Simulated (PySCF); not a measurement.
Compound: C₅H₈OS.
SMILES with atom numbers: `[CH3:1][C:2](=[S:3])[CH:4]1[CH2:5][O:6][CH2:7]1` (hydrogens: H8, H9, H10 on C1; H11 on C4; H12, H13 on C5; H14, H15 on C7)

Level: PBE0/def2-SVPD in PySCF, non-relativistic, on one gas-phase PBE0-D3(BJ)/def2-SVP geometry that isn't relaxed in the solvent. The solvent is an IEF-PCM continuum (van der Waals radii × 1.2), and excitations are vertical TDDFT with non-equilibrium linear response and a frozen core. The model holds no explicit solvent molecules, cavitation or dispersion.

Gas-phase singlets (H = HOMO, L = LUMO):

```tsv
state	E (eV)	λ (nm)	f	leading configurations
S1	2.526	491	0.000	H→L 100%
S2	4.555	272	0.006	H-1→L 96%
S3	5.581	222	0.299	H-2→L 89%
S4	5.849	212	0.028	H→L+1 72%, H-3→L 21%
S5	5.874	211	0.016	H-3→L 74%, H→L+1 20%
```

Task: How does the list change in benzene (ε = 2.271)?

Result: 
```csv
state,E (eV),λ (nm),f,leading configurations,change by rank (eV)
S1,2.586,479,0.000,H→L 100%,+0.060
S2,4.460,278,0.009,H-1→L 98%,-0.095
S3,5.406,229,0.405,H-2→L 93%,-0.175
S4,5.814,213,0.002,H-3→L 96%,-0.035
S5,5.984,207,0.073,H→L+1 88%,+0.110
```

Task: What are the lowest 5 singlets in acetonitrile (ε = 35.69)?

Result: 
```json
{"state": "S1", "E (eV)": "2.695", "λ (nm)": "460", "f": "0.000", "leading configurations": "H→L 99%", "change by rank (eV)": "+0.169"}
{"state": "S2", "E (eV)": "4.356", "λ (nm)": "285", "f": "0.007", "leading configurations": "H-1→L 98%", "change by rank (eV)": "-0.199"}
{"state": "S3", "E (eV)": "5.412", "λ (nm)": "229", "f": "0.389", "leading configurations": "H-2→L 93%", "change by rank (eV)": "-0.169"}
{"state": "S4", "E (eV)": "5.761", "λ (nm)": "215", "f": "0.002", "leading configurations": "H-3→L 97%", "change by rank (eV)": "-0.088"}
{"state": "S5", "E (eV)": "6.153", "λ (nm)": "202", "f": "0.093", "leading configurations": "H→L+1 87%, H→L+2 10%", "change by rank (eV)": "+0.279"}
```

Task: The ground-state energy changes by -0.269 eV from gas to acetonitrile. By how much does the total energy of gas-phase S1 change?

Result: E(S1) = E(S0) + excitation energy, so it changes by -0.269 + 0.169 = -0.100 eV: it is lowered less than the ground state, which is what a blue shift means. This is the vertical state, with the slow part of the continuum still set for S0.

Task: How do the frontier levels move from gas to acetonitrile?

Result: 
```csv
orbital,gas (eV),solvent (eV),change (eV),"Löwdin shares, gas","Löwdin shares, solvent"
LUMO+2,0.88,1.00,+0.12,"O6 24 %, C5 13 %, C7 10 %, S3 8 %","O6 31 %, C5 11 %, S3 10 %, C7 10 %"
LUMO+1,0.42,0.69,+0.27,"S3 19 %, C1 12 %, C7 11 %, C5 7 %","S3 29 %, C1 12 %, C7 7 %, C5 7 %"
LUMO,-2.17,-2.17,0.00,"S3 40 %, C2 39 %, C1 5 %","C2 40 %, S3 39 %, C1 5 %"
HOMO,-6.46,-6.62,-0.16,"S3 75 %, C2 12 %, C1 4 %, C4 4 %","S3 73 %, C2 11 %, C4 4 %, C1 4 %"
HOMO-1,-7.80,-7.63,+0.17,"O6 54 %, C5 9 %, C7 9 %, H12 6 %","O6 54 %, C5 9 %, C7 9 %, H12 6 %"
HOMO-2,-8.21,-8.21,0.00,"S3 46 %, C2 24 %, C4 6 %, C5 5 %","S3 48 %, C2 22 %, C4 6 %, C5 6 %"
HOMO-3,-9.40,-9.30,+0.10,"O6 38 %, C4 16 %, C7 11 %, S3 9 %","O6 37 %, C4 17 %, C7 11 %, S3 8 %"
```

The HOMO–LUMO gap goes from 4.29 to 4.45 eV.

Cost: about 80 s of CPU time on one thread; the machine was shared, so the figure is rough. This is the whole response run at PBE0/def2-SVPD in acetonitrile, SCF included.

Conformer computed: `[CH3:1][C:2](=[S:3])[CH:4]1[CH2:5][O:6][CH2:7]1`: C1–C2–C4–C5 -61°.
